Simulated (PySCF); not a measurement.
**W⁵²⁺ (tungsten, charge +52): UHF calculation**

Configuration: [Ar] 3d4, high-spin 5D determinant. Calculation: PySCF 2.14, in an uncontracted even-tempered set (16 s from 13 bohr⁻², ratio 2.5; 10 p from 17 bohr⁻², ratio 2.5; 7 d from 17 bohr⁻², ratio 2.5; 4 f from 60 bohr⁻², ratio 2.7; 3 g from 91 bohr⁻², ratio 2.7); the non-relativistic Hamiltonian (point nucleus).

```json
{"Total energy": "-12856.643043 hartree", "One-electron energy": "-14499.0451 hartree", "Hartree (Coulomb) energy": "1827.9757 hartree", "Exchange energy": "-185.5736 hartree", "Kinetic energy": "12858.89209 hartree", "⟨S²⟩": "6.0002", "⟨L²⟩": "6.002", "Sum of ⟨r⟩": "2.931 bohr", "Sum of ⟨r²⟩": "0.5600 bohr²", "Traceless quadrupole moment −½Σ⟨3z² − r²⟩ along its main axis": "-0.00897 e·bohr²", "Density at the nucleus (Gaussians lack the cusp)": "286000 bohr⁻³", "Spin density at the nucleus": "-6.49 bohr⁻³"}
```

```
shell  electrons  mean orbital energy (eV)  spread (eV)  rms radius, mean of both spins (bohr)
 1s α          1                  -67622.0            0                                 0.0237
 1s β          1                  -67621.0            0                                 0.0237
 2s α          1                  -13949.8            0                                 0.0928
 2s β          1                  -13907.1            0                                 0.0928
 2p α          3                  -13513.7        2.476                                 0.0798
 2p β          3                  -13473.7        9.554                                 0.0798
 3s α          1                   -5358.9            0                                  0.222
 3s β          1                   -5322.0            0                                  0.222
 3p α          3                   -5174.2        4.287                                  0.212
 3p β          3                   -5124.4       11.145                                  0.212
 3d α          4                   -4879.0       11.518                                  0.183
```

A non-relativistic calculation at this Z misses sizeable relativistic shifts. Spin-orbit coupling is strong in this species (close to jj coupling), so the high-spin LS determinant is a model state, not a physical level.

Spin-orbit constants ζ (cm⁻¹) from the X2C one-electron operator on these orbitals (non-relativistic here): bare nucleus, nucleus screened by l(l+1)(2l+1)/3 electrons, and screened by the Breit-Pauli mean field of the electrons.

```csv
shell,bare,screened nucleus,mean field
2p,5086000,4949000,4881000
3p,1203000,1170000,1153000
3d,256600,221900,220600
```

To first order the Landé constant is A = 55140 cm⁻¹, so the lowest level has J = 0 and lies 41.0 eV below the centre of the term. This holds in LS coupling only, and this species is close to jj coupling.
